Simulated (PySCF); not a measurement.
# Simulated absorption spectrum

C₅H₆BF₃O₂.
SMILES: `FC(F)=C(F)[C@H]1CCOBO1`

Theory: TDDFT PBE0/def2-SVPD, vertical, gas phase, core orbitals frozen in the response in PySCF. The structure is a single PBE0-D3(BJ)/def2-SVP conformer in the gas phase; no vibrational or solvent corrections.

Computed states:

| state | E (eV) | f |
| --- | --- | --- |
| S1 | 6.60 | 0.0076 |
| S2 | 6.75 | 0.0064 |
| S3 | 7.01 | 0.018 |
| S4 | 7.37 | 0.271 |
| S5 | 7.55 | 0.0037 |
| S6 | 7.79 | 0.0072 |
| S7 | 7.82 | 0.0010 |
| S8 | 7.84 | 0.039 |
| S9 | 7.95 | 0.0096 |
| S10 | 8.00 | 0.0006 |

Each state is given a Gaussian of 0.25 eV full width at half maximum, with ε(max) = 2.175×10⁸ f / Δν̃ (Δν̃ the width in cm⁻¹). The cross-section is σ = 3.8235×10⁻²¹ ε cm², given in Mb (10⁻¹⁸ cm²). The width is an assumption, not a result. The curve ends short of the highest state used, and states not computed would add to its high-energy end.

Task: What does the envelope look like, and where are its maxima?

Result: 
| E (eV) | σ (Mb) |
| --- | --- |
| 6.23 | 0.01 |
| 6.26 | 0.02 |
| 6.29 | 0.04 |
| 6.33 | 0.12 |
| 6.36 | 0.24 |
| 6.39 | 0.44 |
| 6.43 | 0.88 |
| 6.46 | 1.35 |
| 6.50 | 2.15 |
| 6.53 | 2.81 |
| 6.56 | 3.44 |
| 6.60 | 4.12 |
| 6.63 | 4.44 |
| 6.66 | 4.58 |
| 6.70 | 4.53 |
| 6.73 | 4.37 |
| 6.76 | 4.18 |
| 6.80 | 4.08 |
| 6.83 | 4.24 |
| 6.87 | 4.89 |
| 6.90 | 5.68 |
| 6.93 | 6.58 |
| 6.97 | 7.60 |
| 7.00 | 8.03 |
| 7.03 | 8.18 |
| 7.07 | 8.53 |
| 7.10 | 9.78 |
| 7.14 | 14.64 |
| 7.17 | 22.08 |
| 7.20 | 33.61 |
| 7.24 | 55.03 |
| 7.27 | 73.73 |
| 7.30 | 91.63 |
| 7.34 | 108.45 |
| 7.37 | 112.25 |
| 7.40 | 107.37 |

Maxima: 186 nm (6.67 eV), ε about 1200, made up of S1 (55%) and S2 (44%); 168 nm (7.37 eV), ε about 29000, made up of S4 (100%) (ε in L mol⁻¹ cm⁻¹; maxima over ε = 5, shares over 10%).

Task: What would ε be at 7.37 eV, the highest of these maxima, with half the width (0.125 eV)?

Result: About 58500 L mol⁻¹ cm⁻¹ against 29400, a factor of about 1.99; a lone state at its own centre would give exactly 2.

Task: Coming from long wavelengths, where does ε first pass 100 L mol⁻¹ cm⁻¹?

Result: At about 194 nm (6.38 eV), 0.22 eV below S1.

Task: On this curve, what absorbance would a 10⁻³ mol/L sample give at 193 nm over a 1 cm path?

Result: 193 nm is 6.424 eV, where ε is about 210 L mol⁻¹ cm⁻¹, so A = ε c l ≈ 0.21 (Beer–Lambert, with the gas-phase spectrum and the assumed width).

The run took 38 s wall, 85 s CPU on 2 threads, Intel Xeon 6975P-C (x86_64), no GPU (shared host), and the process peaked at 1.7 GiB of memory.
